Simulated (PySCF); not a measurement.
## Bonding in `F[C@@H]1C[SiH2]C[SiH2]1`

Compound: C3H9FSi2.
Numbering: `[F:1][C@@H:2]1[CH2:3][SiH2:4][CH2:5][SiH2:6]1` (hydrogens: H7 on C2; H8, H9 on C3; H10, H11 on Si4; H12, H13 on C5; H14, H15 on Si6)

Structure used (GFN2-xTB), in Å, numbered top down from 1:
```
atom  x, y, z in Å
F1    -0.0763    1.2929    1.8379
C2     0.1741    1.3508    0.4626
C3    -1.0897    0.9240   -0.2734
Si4   -1.2581   -0.9715   -0.1327
C5     0.5865   -1.4463   -0.3070
Si6    1.6048    0.1138    0.0922
H7     0.4130    2.4032    0.2708
H8    -0.9842    1.2195   -1.3181
H9    -1.9498    1.4619    0.1267
H10   -1.7930   -1.3659    1.1719
H11   -2.0953   -1.5070   -1.2120
H12    0.8005   -1.7934   -1.3160
H13    0.8467   -2.2709    0.3521
H14    2.3729    0.6013   -1.0600
H15    2.4435   -0.0045    1.2830
```

Bond orders from the PBE0/pcSseg-1 density (PySCF). Isolated species at its GFN2-xTB geometry (one conformer only).

**Question.** Where do the orders between heavy atoms depart from those drawn in the SMILES?

**Answer.** The largest departure is 0.185, at F1–C2 (drawn single, 0.815). Drawn single, order below 0.88: F1–C2 (0.815) and Si6–C2 (0.851).

**Question.** Give the Mayer order of every bond between heavy atoms, beside its length.

**Answer.** 
```
  bond  drawn as  length (Å)  Mayer order
 F1–C2    single       1.399        0.815
 C2–C3    single       1.524        1.029
C3–Si4    single       1.908        0.889
Si4–C5    single       1.913        0.897
C5–Si6    single       1.905        0.915
Si6–C2    single       1.927        0.851
```

Bonds between the same two heavy elements. C–Si: lowest Si6–C2 (0.851, 1.927 Å), highest C5–Si6 (0.915, 1.905 Å).

**Question.** And the bonds to hydrogen?

**Answer.** C–H: 0.93 to 0.95 (5 bonds); H–Si: 0.94 to 0.96 (4 bonds).

**Question.** Sum the orders of all bonds at each heavy atom with more than one neighbour and set the sums beside the valence in the SMILES.

**Answer.** C2 3.641 (drawn 4), C3 3.792 (drawn 4), Si4 3.695 (drawn 4), C5 3.692 (drawn 4), Si6 3.665 (drawn 4). Orders between atoms that aren't bonded are not in these sums.

For a closed shell the Mayer order of atoms A and B is Σ (PS)μν (PS)νμ over the basis functions μ on A and ν on B, with P the density and S the overlap matrix.
